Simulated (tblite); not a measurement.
Compound: C₆H₃OS (doublet state).
SMILES with atom numbers: `[O:1]=[C:2]=[CH:3][c:4]1[cH:5][c:6][cH:7][s:8]1` (hydrogens: H9 on C3; H10 on C5; H11 on C7)
Bond orders are those of one Lewis drawing.

Computed with GFN2-xTB (tblite), gas phase: L-BFGS steps from a force-field or distance-geometry start until the largest atomic force falls under 0.01 eV/Å.

Geometry at step 1:
```
atom  x, y, z in Å
O1     -2.8213    1.9957   -0.1914
C2     -2.3147    1.0503   -0.0155
C3     -1.6629   -0.1140    0.2299
C4     -0.1911   -0.1177    0.1486
C5      0.5305   -0.9547   -0.6584
C6      1.9260   -0.7181   -0.5317
C7      2.3387    0.1990    0.2981
S8      0.9022    0.9205    1.0611
H9     -2.1972   -1.0388    0.4633
H10     0.1151   -1.6679   -1.3046
H11     3.3801    0.4484    0.4747
```

Question: What forces act on the atoms?

Answer: 
```csv
atom,Fx (eV/Å),Fy (eV/Å),Fz (eV/Å)
O1,-4.271,8.040,-1.573
C2,5.530,-10.598,2.275
C3,-0.798,2.320,-0.254
C4,0.081,-0.393,-0.183
C5,1.067,0.601,0.500
C6,-1.301,-1.004,-0.801
C7,0.669,0.365,0.357
S8,-0.143,0.372,0.169
H9,0.283,0.593,-0.252
H10,-0.418,-0.622,-0.568
H11,-0.699,0.328,0.331
```

The largest, 12.17 eV/Å, acts on C2; the rms over all components is 2.740 eV/Å. The forces sum to zero within rounding, as they must for an isolated molecule in no field.

Question: Give the force on C2 in Eh/bohr and in nN.

Answer: 12.169 eV/Å ÷ 51.422 = 0.23664 Eh/bohr, and 12.169 eV/Å × 1.602 = 19.50 nN.

Question: How far is this geometry from the end of the optimisation?

Answer: 0.692 eV above it, and 0.516 Å rms away after alignment. The bonds farthest from their final lengths, with half the difference of the two atoms' forces along the bond (positive lengthens):

```json
{"bond": "O1=C2", "now (Å)": "1.087", "final (Å)": "1.160", "force along bond (eV/Å)": "+10.70"}
{"bond": "C2=C3", "now (Å)": "1.357", "final (Å)": "1.303", "force along bond (eV/Å)": "-7.29"}
{"bond": "C3–C4", "now (Å)": "1.474", "final (Å)": "1.443", "force along bond (eV/Å)": "+0.44"}
{"bond": "C5–C6", "now (Å)": "1.421", "final (Å)": "1.396", "force along bond (eV/Å)": "-1.35"}
{"bond": "C5–H10", "now (Å)": "1.048", "final (Å)": "1.073", "force along bond (eV/Å)": "+1.04"}
{"bond": "C6–C7", "now (Å)": "1.304", "final (Å)": "1.323", "force along bond (eV/Å)": "+1.16"}
```

The angle farthest from its final value is S8–C7–H11, 127.7° against 118.9°.

Of the 6 listed bonds off by 0.010 Å or more, this force points towards the final length in 5.

The cost below is that of the whole relaxation. The run took 0.31 s on one thread, Arm Neoverse V2 (aarch64) (shared host).
